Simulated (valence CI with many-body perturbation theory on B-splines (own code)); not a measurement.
# E1 transitions of Tl

Method: configuration interaction combined with many-body perturbation theory (CI+MBPT): three valence electrons over a frozen Dirac-Fock core [Xe] 4f14 5d10, a basis of 11 s, 11 p, 10 d, 8 f, 5 g, 2 h functions for each j, with the one-electron correlation potential Σ1, the two-electron term Σ2, the three-electron term Σ3, Breit, model QED; selected CI, second order for the rest, scaled by the run's own slope (own B-spline code, finite nucleus).

Set against measurement, 11 paired levels are off by 213 cm⁻¹ on average, the worst by 346. These come from a selection out of the NIST Handbook of Basic Atomic Spectroscopic Data. Levels without a partner in it may be off by more.

Lines 51 to 100 of 114 in falling wavelength, among levels below 46263 cm⁻¹, chosen from the strongest by gf and those to the six lowest levels. Wavelengths and rates use the calculated energies, so an error of 200 cm⁻¹ moves a line at 1473 nm by 2.9 % and its rate by three times that or more. Electric multipoles are in the length gauge, E1 and E2 with the static RPA response of the core. Weak lines are less certain than strong ones. Lines between different terms over intervals too small for the method are left out, as are lines whose strength nearly cancels. The highest levels of a list are the least certain.

| λ vac (nm) | λ from measured levels | Upper | Lower | A (s⁻¹) | S (a.u.) with core polarisation | S without |
| --- | --- | --- | --- | --- | --- | --- |
| 1631 |  | 5f 6s2 2F°_5/2 | 6s2 6d 2D_3/2 | 1.48e+07 | 1.90e+02 | 1.90e+02 |
| 1473 | 1460 | 6s2 7d 2D_3/2 | 6s2 7p 2P°_3/2 | 1.29e+06 | 8.14e+00 | 8.15e+00 |
| 1466 | 1452 | 6s2 7d 2D_5/2 | 6s2 7p 2P°_3/2 | 7.49e+06 | 6.98e+01 | 6.99e+01 |
| 1384 |  | 6s2 10p 2P°_1/2 | 6s2 8s 2S_1/2 | 1.76e+05 | 4.62e-01 | 4.69e-01 |
| 1365 |  | 6s2 10p 2P°_3/2 | 6s2 8s 2S_1/2 | 4.00e+05 | 2.01e+00 | 2.02e+00 |
| 1331 | 1302 | 6s2 7p 2P°_1/2 | 6s2 7s 2S_1/2 | 1.60e+07 | 3.72e+01 | 3.76e+01 |
| 1284 | 1274 | 6s2 7d 2D_3/2 | 6s2 7p 2P°_1/2 | 5.21e+06 | 2.18e+01 | 2.18e+01 |
| 1272 |  | 6s2 9s 2S_1/2 | 6s2 7p 2P°_3/2 | 1.37e+06 | 2.78e+00 | 2.77e+00 |
| 1232 |  | 6s2 9p 2P°_1/2 | 6s2 6d 2D_3/2 | 2.80e+05 | 5.18e-01 | 5.14e-01 |
| 1216 |  | 6s2 9p 2P°_3/2 | 6s2 6d 2D_5/2 | 1.28e+05 | 4.56e-01 | 4.55e-01 |
| 1205 |  | 6s2 9p 2P°_3/2 | 6s2 6d 2D_3/2 | 1.30e+04 | 4.48e-02 | 4.47e-02 |
| 1175 | 1152 | 6s2 7p 2P°_3/2 | 6s2 7s 2S_1/2 | 2.09e+07 | 6.70e+01 | 6.76e+01 |
| 1169 |  | 6s2 6f 2F°_7/2 | 6s2 6d 2D_5/2 | 5.21e+06 | 3.29e+01 | 3.31e+01 |
| 1169 |  | 6s2 6f 2F°_5/2 | 6s2 6d 2D_5/2 | 3.49e+05 | 1.65e+00 | 1.66e+00 |
| 1159 |  | 6s2 6f 2F°_5/2 | 6s2 6d 2D_3/2 | 5.00e+06 | 2.30e+01 | 2.32e+01 |
| 1128 |  | 6s2 9s 2S_1/2 | 6s2 7p 2P°_1/2 | 1.17e+06 | 1.66e+00 | 1.65e+00 |
| 1070 |  | 6s2 8d 2D_3/2 | 6s2 7p 2P°_3/2 | 6.42e+05 | 1.55e+00 | 1.56e+00 |
| 1068 |  | 6s2 8d 2D_5/2 | 6s2 7p 2P°_3/2 | 3.80e+06 | 1.37e+01 | 1.38e+01 |
| 1052 |  | 6s 6p2 4P_1/2 | 6s2 7p 2P°_3/2 | 8.17e+02 | 9.39e-04 | 1.27e-03 |
| 1032 |  | 6s2 10p 2P°_1/2 | 6s2 6d 2D_3/2 | 1.22e+05 | 1.32e-01 | 1.31e-01 |
| 1029 |  | 6s2 10p 2P°_3/2 | 6s2 6d 2D_5/2 | 4.46e+04 | 9.59e-02 | 9.56e-02 |
| 1021 |  | 6s2 10p 2P°_3/2 | 6s2 6d 2D_3/2 | 4.13e+03 | 8.67e-03 | 8.64e-03 |
| 1015 |  | 6s2 7f 2F°_7/2 | 6s2 6d 2D_5/2 | 2.27e+06 | 9.36e+00 | 9.44e+00 |
| 1015 |  | 6s2 7f 2F°_5/2 | 6s2 6d 2D_5/2 | 1.52e+05 | 4.72e-01 | 4.77e-01 |
| 1008 |  | 6s2 7f 2F°_5/2 | 6s2 6d 2D_3/2 | 2.18e+06 | 6.61e+00 | 6.66e+00 |
| 1001 |  | 6s2 10s 2S_1/2 | 6s2 7p 2P°_3/2 | 6.79e+05 | 6.71e-01 | 6.69e-01 |
| 966.4 |  | 6s2 8d 2D_3/2 | 6s2 7p 2P°_1/2 | 3.01e+06 | 5.37e+00 | 5.38e+00 |
| 952.2 |  | 6s 6p2 4P_1/2 | 6s2 7p 2P°_1/2 | 1.62e+02 | 1.38e-04 | 2.14e-04 |
| 925.6 |  | 6s2 9d 2D_3/2 | 6s2 7p 2P°_3/2 | 3.29e+05 | 5.15e-01 | 5.18e-01 |
| 924.9 |  | 6s2 9d 2D_5/2 | 6s2 7p 2P°_3/2 | 1.96e+06 | 4.58e+00 | 4.61e+00 |
| 909.8 |  | 6s2 10s 2S_1/2 | 6s2 7p 2P°_1/2 | 5.76e+05 | 4.28e-01 | 4.25e-01 |
| 894.3 |  | 6s2 11s 2S_1/2 | 6s2 7p 2P°_3/2 | 3.90e+05 | 2.76e-01 | 2.74e-01 |
| 847.3 |  | 6s2 9d 2D_3/2 | 6s2 7p 2P°_1/2 | 1.61e+06 | 1.94e+00 | 1.95e+00 |
| 821.0 |  | 6s2 11s 2S_1/2 | 6s2 7p 2P°_1/2 | 3.14e+05 | 1.72e-01 | 1.70e-01 |
| 687.3 | 671.6 | 6s2 8p 2P°_1/2 | 6s2 7s 2S_1/2 | 1.32e+06 | 4.23e-01 | 4.46e-01 |
| 670.4 | 655.2 | 6s2 8p 2P°_3/2 | 6s2 7s 2S_1/2 | 3.39e+06 | 2.01e+00 | 2.07e+00 |
| 568.6 |  | 6s2 9p 2P°_1/2 | 6s2 7s 2S_1/2 | 3.75e+05 | 6.80e-02 | 7.41e-02 |
| 562.9 |  | 6s2 9p 2P°_3/2 | 6s2 7s 2S_1/2 | 1.26e+06 | 4.45e-01 | 4.63e-01 |
| 539.5 | 535.2 | 6s2 7s 2S_1/2 | 6s2 6p 2P°_3/2 | 7.42e+07 | 1.15e+01 | 1.15e+01 |
| 521.8 |  | 6s2 10p 2P°_1/2 | 6s2 7s 2S_1/2 | 1.60e+05 | 2.24e-02 | 2.50e-02 |
| 519.1 |  | 6s2 10p 2P°_3/2 | 6s2 7s 2S_1/2 | 6.10e+05 | 1.68e-01 | 1.76e-01 |
| 377.7 | 377.7 | 6s2 7s 2S_1/2 | 6s2 6p 2P°_1/2 | 6.02e+07 | 3.20e+00 | 3.17e+00 |
| 357.1 | 353.0 | 6s2 6d 2D_3/2 | 6s2 6p 2P°_3/2 | 2.26e+07 | 2.03e+00 | 2.13e+00 |
| 356.2 | 352.0 | 6s2 6d 2D_5/2 | 6s2 6p 2P°_3/2 | 1.30e+08 | 1.74e+01 | 1.82e+01 |
| 328.1 | 323.1 | 6s2 8s 2S_1/2 | 6s2 6p 2P°_3/2 | 1.82e+07 | 6.35e-01 | 6.32e-01 |
| 295.6 | 292.2 | 6s2 7d 2D_3/2 | 6s2 6p 2P°_3/2 | 7.64e+06 | 3.89e-01 | 4.17e-01 |
| 295.3 | 291.9 | 6s2 7d 2D_5/2 | 6s2 6p 2P°_3/2 | 4.31e+07 | 3.29e+00 | 3.46e+00 |
| 286.5 |  | 6s2 9s 2S_1/2 | 6s2 6p 2P°_3/2 | 7.29e+06 | 1.69e-01 | 1.68e-01 |
| 278.2 | 276.9 | 6s2 6d 2D_3/2 | 6s2 6p 2P°_1/2 | 1.29e+08 | 5.46e+00 | 5.77e+00 |
| 274.8 |  | 6s2 8d 2D_3/2 | 6s2 6p 2P°_3/2 | 2.93e+06 | 1.20e-01 | 1.30e-01 |
